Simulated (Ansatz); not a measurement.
Input file for Ansatz (an electronic-structure program): R-BLYP/def2-TZVPP on H6OSiSn (SMILES [SiH3][O][SnH3]), a point of a torsion scan. Elements past Kr take the def2 small-core potentials; no spin–orbit coupling.

Ansatz 0.2 input:
```yaml
crystal:
  periodic: [false, false, false]
  atoms:
    - {symbol: Si, position_ang: [1.68864894, -0.24793573, 0.09508120]}
    - {symbol: O, position_ang: [0.16857306, 0.14921171, -0.27491777]}
    - {symbol: Sn, position_ang: [-1.74173605, 0.25776597, -0.03707711]}
    - {symbol: H, position_ang: [2.12218640, -1.19285660, -0.92856356]}
    - {symbol: H, position_ang: [2.44031587, 1.00185029, 0.06502766]}
    - {symbol: H, position_ang: [1.73794237, -0.85965269, 1.42259058]}
    - {symbol: H, position_ang: [-1.99398081, 0.57468424, 1.57821584]}
    - {symbol: H, position_ang: [-2.32195738, -1.22397856, -0.52074788]}
    - {symbol: H, position_ang: [-2.13618089, 1.50796521, -1.05021024]}
basis:
  gaussian:
    orbitals: def2-TZVPP
hamiltonian:
  xc: {name: BLYP}
scf: {lower_state_search: off}
```

Output:

```
WARN ansatz: RAYON_NUM_THREADS=1 ignored (pool sized by the plan → 1); use --threads N
Functional definition: BLYP
these checks for a lower state are left out or cut short: stability, starts, cluster_reference, orbital_swaps, neighbouring_geometries, increment
integrals: 0.12 GiB planned
1181 factors; their error is unknown
mean field: 0.82 GiB planned
mean field evaluation 1: about -15844.0868 eV, gradient 7.4e1 eV
mean field evaluation 2: about -15709.1995 eV, gradient 2.1e2 eV
mean field evaluation 4: about -15853.1775 eV, gradient 1.3e1 eV
mean field evaluation 8: about -15853.4456 eV, gradient 2.1e-1 eV
mean field evaluation 16: about -15853.4242 eV, gradient 1.2e-4 eV
mean field -15853.42420285 eV, -582.6025936180 hartree, gradient 2.4e-6 eV, S^2 0.000000; 0 other end points of the search recorded, 0 dependent functions left out
reference -15853.42461106 eV, -582.6026086192 hartree; 25, 25 occupied and 182, 182 virtual orbitals, 1181 factors
Total energy: -15853.42461106 eV, -582.6026086192 hartree
Checks for a lower state left out: stability, starts, cluster_reference, orbital_swaps, neighbouring_geometries, increment
```

The run converged.

Cost: very roughly 2.4 core-seconds.
